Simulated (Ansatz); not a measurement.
Start from `C[CH](C)[Al]([OH])[OH]` and change one element to get `C[CH](C)[Ga]([OH])[OH]`.

Ansatz, PBE0-D4/def2-TZVP geometries, multiplicity 1. Each molecule was computed in one conformer, which needn't be the lowest.

Scalar relativity is left out up to krypton.

```tsv
property	`C[CH](C)[Al]([OH])[OH]`
HOMO–LUMO gap (PBE/def2-TZVPP) / eV	5.19
HOMO–LUMO gap (B3LYP/def2-TZVPP) / eV	6.73
LUMO energy (PBE0/def2-TZVPP) / eV	-0.15
HOMO–LUMO gap (PBE0/def2-TZVPP) / eV	7.24
HOMO–LUMO gap (ωB97M-V/def2-TZVPP) / eV	10.95
LUMO energy (PBE/def2-TZVPP) / eV	-0.97
```

(1) Give the same properties after the change, and the shifts. (An estimate is asked.)

Results:

(1) The calculation gave: 
```tsv
property	`C[CH](C)[Ga]([OH])[OH]`	shift
HOMO–LUMO gap (PBE/def2-TZVPP) / eV	5.38	0.19
HOMO–LUMO gap (B3LYP/def2-TZVPP) / eV	6.99	0.26
LUMO energy (PBE0/def2-TZVPP) / eV	-0.21	-0.06
HOMO–LUMO gap (PBE0/def2-TZVPP) / eV	7.52	0.28
HOMO–LUMO gap (ωB97M-V/def2-TZVPP) / eV	11.34	0.39
LUMO energy (PBE/def2-TZVPP) / eV	-1.09	-0.12
```

With PBE0 the HOMO falls by 0.34 eV and the LUMO falls by 0.06 eV, so the gap widens by about 0.28 eV. PBE moves the HOMO by -0.30 eV and ωB97M-V by -0.32 eV.

B3LYP here is the variant with VWN-RPA as its local correlation; programs differ in this.
